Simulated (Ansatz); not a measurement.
Task: Name a neutral molecule of C, F, N, O, Si and H with HOMO–LUMO gap (PBE/def2-TZVPP) between 5.35 and 5.65 eV and HOMO–LUMO gap (ωB97M-V/def2-TZVPP) between 11.55 and 11.85 eV (Ansatz, PBE0-D4/def2-TZVP geometry).

Result: `N[Si]1(F)COC1` (5.62 eV, 11.82 eV); `N[Si]1(F)CO1` (5.50 eV, 11.65 eV); `N[SiH2]C(O)F` (5.53 eV, 11.65 eV); `FC1OCN1[SiH3]` (5.55 eV, 11.75 eV). Other molecules can fit too; these were computed, each in one conformer that needn't be the lowest.
